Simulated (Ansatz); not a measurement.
Born–Oppenheimer molecular dynamics of ClFH₄Sn (7 atoms, charge 0, multiplicity 1). It starts at the highest image of a converged band. Of that band: A vibrational analysis at the climbing image gives 2 clearly imaginary modes (332i, 121i cm⁻¹): a point of higher order, so a lower path passes nearby.

Level of theory: Ansatz, RKS BLYP/def2-SVP.

```
ensemble                      : NVE (velocity Verlet)
time step                     : 0.5 fs
steps asked                   : 200
starting velocities drawn for : 100 K
seed                          : 10154
```

First frame:

```xyz
7
Properties=species:S:1:pos:R:3
Sn -0.227 0.000 -0.221
Cl -0.018 0.000 2.717
H 1.484 0.000 0.039
H -0.720 1.473 -0.982
H -0.720 -1.473 -0.982
F -2.023 0.000 0.992
H -1.350 0.000 2.009
```

Task: How far do the bonds stretch over the last three quarters of this one trajectory? (Pairs bonded in most of those frames.)

Result: 
```
   bond  mean (Å)  spread (Å)  shortest  longest
Sn1–Cl2     2.716       0.195      2.29     2.92
 Sn1–H3     1.740       0.007      1.73     1.75
 Sn1–H4     1.726       0.019      1.70     1.75
 Sn1–H5     1.726       0.019      1.69     1.76
  F6–H7     1.023       0.070      0.93     1.21
```

Mean temperature of the second half: 678 K. The conserved energy stayed within 0.052 meV per atom of its start (net change -0.023 meV per atom), so the integration is sound. The kinetic energy rose, since the run started high on the potential surface and went downhill. It ends in pieces (ClH3Sn + FH), so much of that is their flight and rotation, not heat. A run of 0.1 ps of so small a system gives no equilibrium averages. The orbitals stay closed-shell, which can raise the energy where a bond breaks towards radicals; this wasn't checked here.

The run took 2.4 min on 1 thread of AMD EPYC 9R45 96-Core Processor (Zen 5), with other jobs on the host, peak memory 0.15 GiB.
